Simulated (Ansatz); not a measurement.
Basis-set series for `CCOC(=O)C(=O)OCC`. Total charge 0; spin multiplicity 1. The geometry is a stationary point of PBE0-D4/def2-TZVP. It is one conformer, not always the lowest.

| functional | basis | functions | energy (Eh) | HOMO (eV) | LUMO (eV) |
| --- | --- | --- | --- | --- | --- |
| PBE0-D4 | def2-SVP | 190 | -534.59192 | -7.67 | -1.04 |
| PBE0-D4 | def2-QZVPP | 870 | -535.22793 | -7.85 | -1.25 |
| ωB97M-V | def2-SVP | 190 | -534.96858 | -10.06 | 1.30 |
| ωB97M-V | def2-QZVPP | 870 | -535.62488 | -10.27 | 1.03 |

Task: Give the rows for def2-TZVPP. (Best estimate.)

Result: Ansatz gave: 
```csv
functional,basis,functions,energy (Eh),HOMO (eV),LUMO (eV)
PBE0-D4,def2-TZVPP,450,-535.19940,-7.82,-1.21
ωB97M-V,def2-TZVPP,450,-535.59752,-10.24,1.09
```

Positive LUMOs are unbound and depend on the basis.
